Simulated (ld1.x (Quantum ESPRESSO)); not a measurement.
Varying the TM potential for xenon (Xe)

Base potential:

ld1.x (Quantum ESPRESSO) 7.5 input, shortened:

```
&input
   title='Xe', zed=54., rel=2, dft='PBESOL', iswitch=3,
   config='[Kr] 4d10 5s2 5p5', rel_dist='average'
 /
 &inputp
   pseudotype=2, tm=.true., lloc=1,
   nlcc=.true., new_core_ps=.true., rcore=0.60
 /
3
5S  1  0   2.00   0.00  1.60  1.60  0.0
4D  3  2  10.00   0.00  0.80  0.80  0.0
5P  2  1   5.00   0.00  2.00  2.00  0.0
 &test
   configts(1)='4d10 5s2 5p5'
 /
```

Open shells are filled in proportion to 2j + 1 (rel_dist='average').

Cutoffs, loose and tight: the cutoffs (Ry, on a coarse ladder) from which the occupation-weighted sum of valence levels, in a spherical-Bessel basis at the reference potential, stays within 10 and 1 mRy of its value at 400 Ry. They do not see the model core or the augmentation charge, which bear on the density cutoff. Test errors are all-electron minus pseudo excitation energies from the reference, over the configurations 4d10 5s2 5p6; 4d10 5s2 5p4; 4d10 5s2 5p3; 4d10 5s1 5p6; 4d10 5s2 5p5.5; 4d10 5s2 5p2; 4d9 5s2 5p6. A dash means not determined; rows that change the core or the reference have their own tests.

| change | outcome | cutoff, loose | cutoff, tight | bound ghosts | largest test error (meV) |
| --- | --- | --- | --- | --- | --- |
| base | generated, misses its reference levels by 0.96 eV | 180 Ry | over 300 Ry | none | -616 |
| core correction Bessel-smoothed model core inside 0.44 bohr | generated, misses its reference levels by 0.96 eV | 180 Ry | over 300 Ry | none | -615 |
| core correction Bessel-smoothed model core inside 0.52 bohr | generated, misses its reference levels by 0.96 eV | 180 Ry | over 300 Ry | none | -615 |
| core correction Bessel-smoothed model core inside 0.66 bohr | generated, misses its reference levels by 0.96 eV | 180 Ry | over 300 Ry | none | -616 |
| core correction Bessel-smoothed model core inside 0.78 bohr | generated, misses its reference levels by 0.96 eV | 180 Ry | over 300 Ry | none | -616 |
| core correction Bessel-smoothed model core inside 0.96 bohr | generated, misses its reference levels by 0.96 eV | 180 Ry | over 300 Ry | none | -618 |

Question: What comes out with this change to the base: core correction none?

Answer: outcome: generated, misses its reference levels by 0.96 eV; cutoff, loose: 180 Ry; cutoff, tight: over 300 Ry; bound ghosts: none; largest test error (meV): -534.
